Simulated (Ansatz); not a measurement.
Job for Ansatz (a first-principles code): R-CCSD(T)/aug-cc-pV(Q+d)Z on BeCl+, 2S+1 = 1, a spin state set in the input, which need not be the lowest, a point of a bond scan (R = 1.732 Å). Charge +1. Files ending in .json are basis or fitting sets from the Basis Set Exchange.

Ansatz 0.2 input:
```yaml
crystal:
  periodic: [false, false, false]
  atoms:
    - {symbol: Be, position_ang: [0.00000000, 0.00000000, 0.00000000]}
    - {symbol: Cl, position_ang: [0.00000000, 0.00000000, 1.73170900]}
basis:
  gaussian:
    orbitals: aug-cc-pV_Q+d_Z.json
    pivot_positions_ang: [[0.00000000, 0.00000000, 0.00000000], [0.00000000, 0.00000000, 1.73170900]]
total_charge: 1
magnetization: {spin_polarized: false}
correlation: {method: ccsd_t, electrons: outside_noble_gas}
output: {orbitals: {seedname: ./end}}
```

Output:

```
WARN ansatz: RAYON_NUM_THREADS=1 ignored (pool sized by the plan → 1); use --threads N
Functional definition: HF
integrals: 0.50 GiB planned
1120 factors; integrals over basis functions are off by at most 4.3e-4 eV
mean field: 0.47 GiB planned
mean field evaluation 1: about -12892.2317 eV, gradient 3.1e1 eV
mean field evaluation 2: about -12892.2317 eV, gradient 3.1e1 eV
mean field evaluation 4: about -12894.9588 eV, gradient 1.4e0 eV
mean field evaluation 8: about -12894.9757 eV, gradient 1.2e-3 eV
mean field evaluation 16: about -12894.9752 eV, gradient 2.0e-1 eV
mean field -12894.97574260 eV, -473.8816180120 hartree, gradient 6.8e-7 eV, S^2 0.000000; 0 other end points of the search recorded, 0 dependent functions left out
6 core orbitals not correlated
reference -12894.97574260 eV, -473.8816180120 hartree; 4, 4 occupied and 159, 159 virtual orbitals, 1120 factors
second order -6.33014988 eV of doubles, -0.00000000 eV of singles
coupled cluster: 0.96 GiB planned
cycle   1  -6.58528455 eV  change   -2.6e-1 eV  update   4.8e-2
cycle   2  -6.70441472 eV  change   -1.2e-1 eV  update   1.5e-2
cycle   3  -6.73888661 eV  change   -3.4e-2 eV  update   8.3e-3
cycle   4  -6.73597054 eV  change    2.9e-3 eV  update   2.4e-3
cycle   5  -6.73477266 eV  change    1.2e-3 eV  update   1.0e-3
cycle   6  -6.73477931 eV  change   -6.6e-6 eV  update   3.1e-4
cycle   7  -6.73473685 eV  change    4.2e-5 eV  update   8.4e-5
cycle   8  -6.73473980 eV  change   -2.9e-6 eV  update   2.8e-5
cycle   9  -6.73474901 eV  change   -9.2e-6 eV  update   1.1e-5
cycle  10  -6.73474675 eV  change    2.3e-6 eV  update   4.4e-6
perturbative correction -0.32341696 eV, -0.0118853540 hartree
Total energy: -12902.03390630 eV, -474.1410007439 hartree
```

The run converged.

Cost: roughly 18 core-seconds.
